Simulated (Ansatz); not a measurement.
The first iterations of a band of CH₆SSn (9 atoms, charge 0, multiplicity 1).

Theory: RKS BLYP/def2-SVP (Ansatz 0.2.0).

| Item | Value |
| --- | --- |
| movable images | 5 |
| climbing image | yes |
| spring | 5.0 eV/Å² |
| optimiser | quadratic models (default) |
| start path | through a guess of the saddle point |
| force threshold | 0.05 eV/Å |
| iteration limit | 60 |
| end points | relaxed |

First end point:

```xyz
9
Properties=species:S:1:pos:R:3
C -1.005 0.818 -0.598
Sn 0.570 -0.672 -0.253
S 1.869 -0.140 1.797
H -0.545 1.819 -0.698
H -1.712 0.820 0.253
H -1.549 0.564 -1.529
H 1.766 -0.639 -1.511
H -0.113 -2.268 -0.107
H 0.807 -0.347 2.630
```

Last end point:

```xyz
9
Properties=species:S:1:pos:R:3
C -1.047 0.778 -0.570
Sn 0.451 -0.780 -0.188
S 1.196 -0.719 2.181
H -0.606 1.773 -0.372
H -1.916 0.620 0.096
H -1.372 0.723 -1.627
H 1.829 -0.582 -1.236
H -0.219 -2.372 -0.363
H 1.772 0.513 2.060
```

| iteration | highest image above the first end (eV) | largest band force component (eV/Å) |
| --- | --- | --- |
| 1 | 0.499 | 5.694 |
| 2 | 0.164 | 2.226 |

**Question.** Does the band converge within its limit, and where does its top end?

**Answer.** The forces met the threshold. It ended after 7 iterations with the highest image 0.027 eV above the first end. A vibrational analysis at the climbing image gives one clearly imaginary mode, 124i cm⁻¹: a first-order saddle point.

Time of the run: 110 s on 1 thread of Intel(R) Xeon(R) Processor @ 2.70GHz, with other jobs on the host, peak memory 0.13 GiB.
